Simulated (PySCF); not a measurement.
C4H7FO, SMILES O[C@]1([C@@H](C1)F)C. The structure is a stationary point at PBE-D3(BJ)/def2-SVP. The structure was generated by enumeration; whether it is a known compound was not checked. One conformer was computed; it need not be the lowest.

All values below come from PBE-D3(BJ)/def2-SVP (PySCF 2.14.0).

Harmonic wavenumbers (cm⁻¹): 194, 202, 247, 313, 373, 402, 453, 505, 709, 808, 865, 884, 944, 962, 1015, 1046, 1065, 1145, 1203, 1264, 1295, 1334, 1352, 1403, 1404, 1465, 2968, 3053, 3063, 3087, 3089, 3168, 3673. Rotational constants (GHz): 5.236, 3.000, 2.549; symmetry number 1.

Q: Work out the zero-point energy and the ideal-gas rigid-rotor harmonic-oscillator thermochemistry at 298.15 K and 1 atm.

A: ZPE = ½ Σ hcν = ½ × 44954 cm⁻¹ = 268.88 kJ/mol. H − E(el) = 288.60 kJ/mol. Entropy in J/(mol K): translation 164.88, rotation 110.82, vibration 51.75, total 327.46. G − E(el) = 190.97 kJ/mol. Cp = 110.20 J/(mol K).
